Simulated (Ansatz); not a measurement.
Input for Ansatz (an electronic-structure program): R-revPBE/def2-TZVPPD on FH3S (a complex). Files ending in .json are basis or fitting sets from the Basis Set Exchange.

Ansatz 0.2 input:
```yaml
crystal:
  periodic: [false, false, false]
  atoms:
    - {symbol: F, position_ang: [0.00360347, -0.14085454, -0.34291483]}
    - {symbol: H, position_ang: [0.12754265, -0.35383949, 0.56339649]}
    - {symbol: S, position_ang: [0.30147235, -0.70276276, 2.77094753]}
    - {symbol: H, position_ang: [-1.00857734, -0.49894135, 2.98969856]}
    - {symbol: H, position_ang: [0.61025339, 0.57805279, 3.03505581]}
basis:
  gaussian:
    orbitals: def2-TZVPPD.json
hamiltonian:
  xc: {name: revPBE}
scf: {lower_state_search: off}
```

Output:

```
WARN ansatz: RAYON_NUM_THREADS=1 ignored (pool sized by the plan → 1); use --threads N
Functional definition: revPBE
these checks for a lower state are left out or cut short: stability, starts, cluster_reference, orbital_swaps, neighbouring_geometries, increment
integrals: 0.04 GiB planned
692 factors; their error is unknown
mean field: 0.36 GiB planned
mean field evaluation 1: about -13598.1529 eV, gradient 3.8e1 eV
mean field evaluation 2: about -13591.6596 eV, gradient 7.8e1 eV
mean field evaluation 4: about -13600.3558 eV, gradient 1.9e0 eV
mean field evaluation 8: about -13600.3617 eV, gradient 2.1e-2 eV
mean field evaluation 16: about -13600.3482 eV, gradient 1.5e-5 eV
mean field -13600.34824469 eV, -499.8035793453 hartree, gradient 1.0e-6 eV, S^2 0.000000; 0 other end points of the search recorded, 0 dependent functions left out
reference -13600.34831733 eV, -499.8035820147 hartree; 14, 14 occupied and 128, 128 virtual orbitals, 692 factors
Total energy: -13600.34831733 eV, -499.8035820147 hartree
Checks for a lower state left out: stability, starts, cluster_reference, orbital_swaps, neighbouring_geometries, increment
```

The calculation finished and met its thresholds.

Cost: about 1.2 core-seconds (a rough figure).
